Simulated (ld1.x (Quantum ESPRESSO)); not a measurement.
# Before and after: ultrasoft potential for tin (Sn)

* Element: Sn
* Generator: ld1.x (Quantum ESPRESSO) 7.5
* Type: ultrasoft
* Functional: LDA (PZ)
* Relativity: scalar-relativistic
* Frozen core: [Kr]
* Valence charge: 14
* Reference configuration: 4d10 5s1.75 5p2.25
* Partial waves: 5s (bound): rcut 1.70, rcutus 1.90 bohr; 5s channel at 0.5 Ry: rcut 1.70, rcutus 1.90 bohr; 5p (bound): rcut 1.90, rcutus 2.50 bohr; 5p channel at 0.15 Ry: rcut 1.90, rcutus 2.50 bohr; 4d (bound): rcut 1.20, rcutus 1.30 bohr; 4d channel at -1.05 Ry: rcut 1.20, rcutus 1.30 bohr
* Local potential: all-electron potential smoothed inside 1.90 bohr (lloc = -1)
* Core correction: none
* Augmentation charge: PSQ, radius 1.25 bohr

All-electron outer shells of the reference configuration (LDA (PZ), scalar-relativistic, ld1.x):

```json
{"shell": "4s", "level (eV)": "-134.04", "outermost node (bohr)": "0.40", "outermost maximum (bohr)": "0.74"}
{"shell": "4p", "level (eV)": "-89.95", "outermost node (bohr)": "0.41", "outermost maximum (bohr)": "0.79"}
{"shell": "4d", "level (eV)": "-26.27", "outermost node (bohr)": "0.39", "outermost maximum (bohr)": "0.88"}
{"shell": "5s", "level (eV)": "-11.04", "outermost node (bohr)": "0.98", "outermost maximum (bohr)": "1.99"}
{"shell": "5p", "level (eV)": "-4.03", "outermost node (bohr)": "1.09", "outermost maximum (bohr)": "2.52"}
```

Change: local potential all-electron potential smoothed inside 2.64 bohr (lloc = -1).

Cutoffs: the cutoffs (Ry, on a coarse ladder) from which the occupation-weighted sum of valence levels, in a spherical-Bessel basis at the reference potential, stays within 10 and 1 mRy of its value at 400 Ry; they do not see the model core or the augmentation charge, which bear on the density cutoff. Errors are all-electron minus pseudo energies relative to the spin-unpolarised reference configuration.

What does the change do?

The potential gets neither clearly harder nor softer (90 Ry and 140 Ry → 90 Ry and 140 Ry); a bound ghost appears in s, which as a rule spoils a file; of the 9 tests that both files solve, the error grows in 1 and shrinks in 0 by more than 15 % and 0.3 meV (median size 1.2 → 1.2 meV). A state that the projectors do not describe sees the local part alone, so a deeper or shallower local part can create or remove a ghost.

```tsv
quantity	base	changed
cutoff, loose	90 Ry	90 Ry
cutoff, tight	140 Ry	140 Ry
loose cutoff by channel (10 mRy a level)	s 8 Ry, p 6 Ry, d 55 Ry	s 10 Ry, p 6 Ry, d 55 Ry
bound ghosts	none	s
error for 4d10 5s2 5p2, meV [ΔE -1.74 eV]	+0.1	+0.2
error for 4d10 5s2 5p1, meV [ΔE 5.35 eV]	-1.2	-1.2
error for 4d10 5s2 5p0, meV [ΔE 19.62 eV]	-1.7	-1.7
error for 4d10 5s1 5p2, meV [ΔE 13.09 eV]	-0.9	-0.9
error for 4d10 5s2 5p2.3, meV [ΔE -2.64 eV]	+0.4	+0.4
error for 4d10 5s2 5p1.5, meV [ΔE 0.97 eV]	-0.5	-0.5
error for 4d9 5s2 5p3, meV [ΔE 22.60 eV]	-48	-74
error for 4d10 5s1.75 5p2.25 (spin-polarised), meV [ΔE -0.75 eV]	+15	+14
error for 4d10 5s2 5p2 (spin-polarised), meV [ΔE -2.22 eV]	+6.9	+6.8
lowest overlap eigenvalue by channel	s 0.49, p 0.52, d 0.97	s 0.63, p 0.57, d 1.00
```

 A true bound ghost makes a file unfit for plane-wave use even where its test errors are small: the radial tests pick states by their node count and pass the ghost by.
